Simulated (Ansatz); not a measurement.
Process, species as SMILES: ClBr (Cl-Br) → Br atom + Cl atom
B3LYP-D3(BJ)/def2-TZVP geometries, fixed; electronic energies without zero-point terms.

The atomisation energy at CCSD(T) with Ansatz (a first-principles code), in kcal/mol, split into its Hartree-Fock and correlation parts. Cores are frozen (with 3d on Ga to Br). Open shells are unrestricted. No added dispersion term, no relativity. Functions are those of the species that has most.

```csv
basis,X,functions,Hartree-Fock,CCSD(T)
cc-pV(D+d)Z,2,50,12.79,40.78
cc-pV(T+d)Z,3,82,17.04,50.06
cc-pV(Q+d)Z,4,132,17.39,53.47
cc-pV(5+d)Z,5,204,17.51,54.83
```

Worked estimate of the basis-set limit from each neighbouring pair, with Hartree-Fock from the larger set and the correlation part extrapolated as X^-3.
Correlation parts: X = 2: 27.99, X = 3: 33.02, X = 4: 36.08, X = 5: 37.32.
- (2,3): (27·(33.02) - 8·(27.99))/19 = 35.14; with Hartree-Fock 17.04 the estimate is 52.18 kcal/mol.
- (3,4): (64·(36.08) - 27·(33.02))/37 = 38.31; with Hartree-Fock 17.39 the estimate is 55.70 kcal/mol.
- (4,5): (125·(37.32) - 64·(36.08))/61 = 38.62; with Hartree-Fock 17.51 the estimate is 56.13 kcal/mol.
The last two estimates differ by 0.43 kcal/mol; the largest set lies 1.30 from the last. Over the last step Hartree-Fock moves by 0.12 and the correlation part by 1.24.
